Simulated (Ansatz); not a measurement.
The cluster Li14⁺. Total charge 1; doublet. Geometry PBE/def2-SVP.

Cartesian coordinates in Å:
```
Li -1.748 -0.919 3.252
Li 0.508 2.911 -3.384
Li 1.872 0.075 -3.219
Li -2.857 -2.342 0.659
Li 2.022 -0.937 -0.189
Li -2.424 0.923 0.612
Li 0.493 1.449 1.635
Li 2.296 2.236 -0.997
Li -0.487 -1.008 0.910
Li -0.531 -2.024 -1.646
Li -0.069 0.963 -1.312
Li -0.014 -3.612 1.185
Li -0.432 3.674 -0.470
Li 1.370 -1.389 2.966
```

HSE06 is defined as in plane-wave codes, on full-range PBE exchange. Another isomer (doublet) lies 0.07 eV lower at PBE0/def2-TZVP; other spin states weren't run for this one.

Question: Estimate the α-spin orbital energies around the gap (eV) in Ansatz with PBE/def2-TZVP, r2SCAN/def2-TZVP, PBE0/def2-SVP, PBE0/def2-TZVP, HSE06/def2-TZVP.

Answer: 
| orbital | PBE/def2-TZVP | r2SCAN/def2-TZVP | PBE0/def2-SVP | PBE0/def2-TZVP | HSE06/def2-TZVP |
| --- | --- | --- | --- | --- | --- |
| HOMO−5 | -7.21 | -7.32 | -7.89 | -8.03 | -7.62 |
| HOMO−4 | -6.65 | -6.68 | -7.14 | -7.26 | -6.90 |
| HOMO−3 | -6.47 | -6.51 | -6.94 | -7.04 | -6.69 |
| HOMO−2 | -6.09 | -6.07 | -6.46 | -6.55 | -6.23 |
| HOMO−1 | -5.80 | -5.77 | -6.14 | -6.22 | -5.91 |
| HOMO | -5.55 | -5.60 | -5.89 | -5.96 | -5.65 |
| LUMO | -4.96 | -4.80 | -4.40 | -4.48 | -4.79 |
| LUMO+1 | -4.76 | -4.61 | -4.22 | -4.28 | -4.60 |
| LUMO+2 | -4.68 | -4.51 | -4.13 | -4.19 | -4.50 |
| LUMO+3 | -4.61 | -4.45 | -4.06 | -4.12 | -4.43 |
| LUMO+4 | -4.50 | -4.33 | -3.93 | -4.01 | -4.32 |
| LUMO+5 | -4.27 | -4.12 | -3.64 | -3.76 | -4.08 |
| β HOMO | -5.71 | -5.66 | -6.03 | -6.12 | -5.81 |
| β LUMO | -5.13 | -4.85 | -4.55 | -4.63 | -4.95 |
